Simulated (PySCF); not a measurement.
PySCF job for Ga(Cl)2(NH2) (Cl₂GaH₂N), SMILES [NH2][Ga]([Cl])[Cl], PBE-D3(BJ)/def2-SVP. Geometry: PBE-D3(BJ)/def2-SVP. The geometry has at least one imaginary mode, so it is a saddle point at that level. The structure was generated by enumeration; whether it is a known compound was not checked. Other conformers were not sampled.

```python
import numpy as np
from pyscf import gto, scf, dft, df
from pyscf.hessian import thermo

mol = gto.M(
    atom='''
    Ga    0.00000000    0.00000000   -0.26519243
    Cl    0.00000000   -1.85481925    0.82181050
    Cl    0.00000000    1.85481924    0.82181050
    N     0.00000000    0.00000000   -2.06753596
    H     0.00000000    0.85493799   -2.62391995
    H     0.00000000   -0.85493800   -2.62391995
    ''',
    basis='def2-SVP',
    charge=0,
    spin=0,
    max_memory=1600,
    verbose=3,
)
mf = dft.RKS(mol, xc='pbe').density_fit(auxbasis='def2-universal-jkfit')
mf.disp = 'd3bj'
mf.grids.level = 3
mf.conv_tol = 1e-11
mf.max_cycle = 100
mf.kernel()

# [left out here: the lines that compute and print the analytic Hessian (its translational invariance restored by hand, since the grid's response is missing), thermochemistry and intensities]
```

Program output:

```
converged SCF energy = -2900.03340729133

WARN: DFTD3 does not support analytical Hessian, using finite difference


WARN: Mole.unit (angstrom) is changed to Bohr

Mode                                 0                   1                   2
Irrep
Freq [cm^-1]                     -141.1539            121.1269            142.6305
Reduced mass [au]                   1.7826             30.5013              3.7105
Force const [Dyne/A]               -0.0209              0.2637              0.0445
Char temp [K]                    -203.0891            174.2747            205.2135
Normal mode                   x     y     z       x     y     z       x     y     z
       0  Ga                -0.04 -0.00 -0.00   -0.00  0.00 -0.06   -0.00 -0.04 -0.00
       1  Cl                 0.02  0.00  0.00    0.00  0.07  0.07    0.00 -0.01  0.05
       2  Cl                 0.02 -0.00 -0.00    0.00 -0.07  0.07    0.00 -0.01 -0.05
       3   N                 0.16  0.00 -0.00    0.00 -0.00 -0.06    0.00  0.18 -0.00
       4   H                -0.52  0.00  0.00    0.00  0.00 -0.05    0.00  0.29  0.17
       5   H                -0.52  0.00 -0.00    0.00 -0.00 -0.05    0.00  0.29 -0.17
Mode                                 3                   4                   5
Irrep
Freq [cm^-1]                      168.6603            372.0558            385.1687
Reduced mass [au]                   2.8629              1.0139             29.2811
Force const [Dyne/A]                0.0480              0.0827              2.5594
Char temp [K]                     242.6646            535.3054            554.1720
Normal mode                   x     y     z       x     y     z       x     y     z
       0  Ga                 0.08 -0.00 -0.00    0.00 -0.00  0.00   -0.00  0.00 -0.04
       1  Cl                -0.05  0.00  0.00    0.01  0.00  0.00    0.00 -0.09  0.06
       2  Cl                -0.05 -0.00 -0.00   -0.01 -0.00 -0.00    0.00  0.09  0.06
       3   N                -0.07  0.00 -0.00    0.00  0.00  0.00    0.00 -0.00 -0.06
       4   H                -0.41  0.00  0.00    0.70  0.00  0.00    0.00  0.00 -0.05
       5   H                -0.41  0.00 -0.00   -0.70  0.00 -0.00    0.00 -0.00 -0.05
Mode                                 6                   7                   8
Irrep
Freq [cm^-1]                      443.4101            711.8043            727.0449
Reduced mass [au]                  35.7014              1.2416              5.8335
Force const [Dyne/A]                4.1357              0.3706              1.8168
Char temp [K]                     637.9683           1024.1279           1046.0558
Normal mode                   x     y     z       x     y     z       x     y     z
       0  Ga                 0.00 -0.08 -0.00    0.00 -0.02 -0.00    0.00 -0.00  0.05
       1  Cl                -0.00  0.08 -0.05   -0.00  0.00  0.00   -0.00  0.00 -0.00
       2  Cl                -0.00  0.08  0.05   -0.00  0.00 -0.00   -0.00 -0.00 -0.00
       3   N                -0.00 -0.02 -0.00   -0.00  0.11  0.00   -0.00  0.00 -0.22
       4   H                -0.00  0.02  0.05   -0.00 -0.27 -0.57    0.00 -0.01 -0.24
       5   H                -0.00  0.02 -0.05   -0.00 -0.27  0.57    0.00  0.01 -0.24
Mode                                 9                  10                  11
Irrep
Freq [cm^-1]                     1443.4564           3519.3708           3637.8948
Reduced mass [au]                   1.1175              1.0474              1.1000
Force const [Dyne/A]                1.3719              7.6433              8.5773
Char temp [K]                    2076.8124           5063.5911           5234.1206
Normal mode                   x     y     z       x     y     z       x     y     z
       0  Ga                -0.00  0.00  0.00   -0.00 -0.00 -0.00   -0.00 -0.00  0.00
       1  Cl                 0.00  0.00 -0.00    0.00  0.00 -0.00    0.00  0.00 -0.00
       2  Cl                 0.00 -0.00 -0.00    0.00 -0.00 -0.00    0.00  0.00  0.00
       3   N                -0.00 -0.00 -0.09   -0.00 -0.00  0.05    0.00 -0.08 -0.00
       4   H                 0.00  0.39  0.54    0.00  0.59 -0.36    0.00  0.56 -0.37
       5   H                 0.00 -0.39  0.54    0.00 -0.59 -0.36   -0.00  0.56  0.37
temperature 298.1500 [K]
pressure 101325.00 [Pa]
Rotational constants [GHz] 3.99989 2.05945 1.35949
Symmetry number 2
Zero-point energy (ZPE) 0.02659 [Eh]   69817.793 [J/mol]
                           tot       elec      trans        rot        vib
Entropy [J/mol/K]       331.463      0.000    171.778    110.356     49.329
Cv [J/mol/K]             74.341      0.000     12.472     12.472     49.398
Cp [J/mol/K]             82.656      0.000     20.786     12.472     49.398
Internal energy [J/mol]                      3718.434   3718.434  77983.786
Internal energy [Eh]   -2900.00087  -2900.03341
Enthalpy [J/mol]                             6197.391   3718.434  77983.786
Enthalpy [Eh]          -2899.99993
Gibbs free energy [J/mol]                  -45018.100 -29184.189  63276.262
Gibbs free energy [Eh] -2900.03757
mode   freq/cm-1   IR/(km/mol)
   1     -141.15       155.162
   2      121.13         6.104
   3      142.63         2.587
   4      168.66         8.110
   5      372.06         0.000
   6      385.17        13.612
   7      443.41        63.705
   8      711.80        70.612
   9      727.04        53.319
  10     1443.46        20.853
  11     3519.37        47.580
  12     3637.89        48.730
max |gradient| / (hartree/bohr): 6.776484718217304e-05
APT charges: [ 1.3476 -0.4818 -0.4818 -0.7534  0.1847  0.1847]
```

The calculation finished and met its thresholds. The end point has an imaginary mode, so it is no minimum.

Cost: roughly 90 core-seconds.
